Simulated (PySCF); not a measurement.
Br2FHSi. Atoms are numbered in the order given.

```xyz
5

Si     0.4411    -0.7229     0.0000
F     -0.4401    -2.0783     0.0000
Br    -0.0583     0.4273    -1.8122
Br    -0.0583     0.4273     1.8122
H      1.8671    -1.0838     0.0000
```

The structure is a stationary point at TPSSh-D3(BJ)/def2-SVP. The structure was generated by enumeration, and PubChem lists no compound with its InChIKey, so it may never have been made.

These are TDA-PBE/def2-SVPD (PySCF) values and carry that method's errors.

Vertical excitations. Isolated molecule, no solvent. State labels are in the subgroup Cs.

```
state  symmetry  energy (eV)  λ (nm)      f                              main pairs
-----  --------  -----------  ------  -----  --------------------------------------
S1           A"         6.10     203  0.030                          HOMO→LUMO 87 %
S2           A"         6.25     198  0.011                        HOMO−1→LUMO 89 %
S3           A'         6.36     195  0.019                        HOMO−2→LUMO 97 %
S4           A"         6.65     187  0.001                        HOMO→LUMO+1 90 %
S5           A'         6.67     186  0.002                        HOMO−3→LUMO 89 %
S6           A'         6.91     179  0.011    HOMO→LUMO+2 67 %, HOMO−2→LUMO+1 28 %
S7           A'         7.01     177  0.011    HOMO−2→LUMO+1 66 %, HOMO→LUMO+2 20 %
S8           A"         7.01     177  0.021  HOMO−1→LUMO+1 73 %, HOMO−2→LUMO+2 15 %
S9           A'         7.17     173  0.027                      HOMO−1→LUMO+2 96 %
S10          A"         7.29     170  0.022                      HOMO−2→LUMO+2 76 %
T1           A"         5.62     221      0                          HOMO→LUMO 99 %
T2           A"         5.89     210      0                        HOMO−1→LUMO 99 %
T3           A'         5.93     209      0                        HOMO−2→LUMO 99 %
T4           A'         6.29     197      0                        HOMO−3→LUMO 97 %
```
Triplets are in the Tamm–Dancoff approximation.
